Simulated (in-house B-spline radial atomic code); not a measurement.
Configurations of Tm VII (Tm6+), with energies counted from [Kr] 4d10 4f11 5s2 5p4. Level of theory: Dirac-Hartree-Fock, average of configuration, Fermi nucleus of rms radius 5.2256 fm; calculated with a B-spline radial code for spherical atoms. Energies include first-order Breit, QED and recoil terms.

Occupations are held fixed; configurations that lie above the ionisation limit could autoionise.

```json
{"configuration": "[Kr] 4d10 4f10 5s2 5p4 6s1", "E - E(ref) (eV)": "39.44", "highest orbital": "6s1/2", "its <r> (bohr)": "2.392"}
{"configuration": "[Kr] 4d10 4f10 5s2 5p4 7s1", "E - E(ref) (eV)": "65.419", "highest orbital": "7s1/2", "its <r> (bohr)": "4.064"}
{"configuration": "[Kr] 4d10 4f11 5s2 5p3 9s1", "E - E(ref) (eV)": "94.771", "highest orbital": "9s1/2", "its <r> (bohr)": "8.701"}
{"configuration": "[Kr] 4d10 4f11 5s2 5p3 8g1", "E - E(ref) (eV)": "100.73", "highest orbital": "8g7/2", "its <r> (bohr)": "12.1"}
{"configuration": "[Kr] 4d9 4f11 5s2 5p5", "E - E(ref) (eV)": "170.21", "highest orbital": "5p3/2", "its <r> (bohr)": "1.317"}
{"configuration": "[Kr] 4d9 4f12 5s2 5p4", "E - E(ref) (eV)": "182.54", "highest orbital": "4f7/2", "its <r> (bohr)": "0.683"}
{"configuration": "[Kr] 4d9 4f11 5s2 5p4 5g1", "E - E(ref) (eV)": "257.26", "highest orbital": "5g7/2", "its <r> (bohr)": "3.847"}
{"configuration": "[Kr] 4d9 4f11 5s2 5p4 8s1", "E - E(ref) (eV)": "260.73", "highest orbital": "8s1/2", "its <r> (bohr)": "6.146"}
{"configuration": "[Kr] 4d9 4f11 5s2 5p4 7g1", "E - E(ref) (eV)": "270.39", "highest orbital": "7g7/2", "its <r> (bohr)": "8.902"}
{"configuration": "[Kr] 4d9 4f11 5s2 5p4 8g1", "E - E(ref) (eV)": "273.61", "highest orbital": "8g7/2", "its <r> (bohr)": "12.08"}
```

Problem. Order these further configurations by energy, lowest first.
A. [Kr] 4d10 4f11 5s2 5p3 8d1
B. [Kr] 4d10 4f11 5s2 5p3 7g1
C. [Kr] 4d10 4f10 5s2 5p4 7g1
D. [Kr] 4d10 4f10 5s2 5p4 9g1
E. [Kr] 4d10 4f10 5s2 5p4 5g1

Solution. E (74.203 eV), C (87.325 eV), D (92.769 eV), A (93.864 eV), B (97.506 eV).

Problem. How far above the reference does [Kr] 4d10 4f11 5s2 5p3 6s1 lie?

Solution. 50.247 eV; its least bound orbital is 6s1/2 with <r> = 2.415 bohr.

Problem. How far above the reference does [Kr] 4d10 4f10 5s2 5p4 6g1 lie?

Solution. 82.366 eV; its least bound orbital is 6g7/2 with <r> = 6.155 bohr.

Problem. How far above the reference does [Kr] 4d10 4f11 5s2 5p3 6d1 lie?

Solution. 72.508 eV; its least bound orbital is 6d5/2 with <r> = 3.374 bohr.
